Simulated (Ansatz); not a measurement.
A run for Ansatz (a quantum-chemistry and plane-wave program): U-r2SCAN/def2-TZVPP on AlBrH2 (SMILES [AlH2][Br]), a point of a bond scan (R = 1.412 Å).

Ansatz 0.2 input:
```yaml
crystal:
  periodic: [false, false, false]
  atoms:
    - {symbol: Al, position_ang: [-0.83541046, -1.29867282, 0.20638148]}
    - {symbol: H, position_ang: [-0.37554241, -2.22640645, 1.16702967]}
    - {symbol: H, position_ang: [-2.12574011, -1.47940621, -0.66846947]}
    - {symbol: Br, position_ang: [0.38030063, 0.59118974, -0.09395023]}
basis:
  gaussian:
    orbitals: def2-TZVPP
hamiltonian:
  xc: {name: r2SCAN}
magnetization: {spin_polarized: true, initial_magnetization: 0}
```

### Question
Predict the final total energy.

### Answer
-2817.7897 hartree.

### Question
How many basis functions does it have, and what does it roughly cost on one machine?

### Answer
118 functions; about 8 core-seconds (a rough figure).
